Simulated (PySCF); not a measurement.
## Two-component Hartree-Fock for Se¹⁷⁺ (selenium, charge +17)

Start: [Ne] 3s2 3p5; 3p1/2 filled at m_j = -1/2, +1/2; 3p3/2 filled at m_j = -1/2, +1/2, +3/2. Calculated with PySCF 2.14 in an uncontracted even-tempered set (19 s from 1.7 bohr⁻², ratio 2.4; 14 p from 2.2 bohr⁻², ratio 2.4; 5 d from 11 bohr⁻², ratio 2.6; 4 f from 16 bohr⁻², ratio 2.6): generalised Hartree-Fock with the X2C-1e Hamiltonian and a Gaussian nucleus; one run each with spin-orbit coupling (SO) switched off, then screened by Boettger's factors.

```tsv
spinor shell	electrons	ε, spin-free (eV)	ε, screened SO (eV)	weight of nominal j (screened SO)	rms radius, screened SO (bohr)
1s1/2	2	-13371.9	-13371.3	1.000	0.0508
2s1/2	2	-2324.9	-2324.7	1.000	0.210
2p1/2	2	-2116.9	-2146.6	1.000	0.184
2p3/2	4	-2116.9	-2102.3	1.000	0.188
3s1/2	2	-767.77	-767.67	1.000	0.538
3p1/2	2	-698.22	-703.97	0.957	0.532
3p3/2	3	-698.22	-695.34	0.971	0.538
```

```
   quantity    spin-free  screened SO
E (hartree)  -2275.72469  -2275.94879
        M_J          3/2          3/2
       ⟨J²⟩        3.751        3.751
       ⟨L²⟩        2.001        2.003
       ⟨S²⟩        0.750        0.752
```

Each row is a mean over spinors that exchange with the open shell spreads, by up to 10.758 eV (3s1/2).

Without spin-orbit coupling the j labels of p, d and f shells carry no meaning; the spin-free column gives the mean over the occupied spinors of each nl shell.
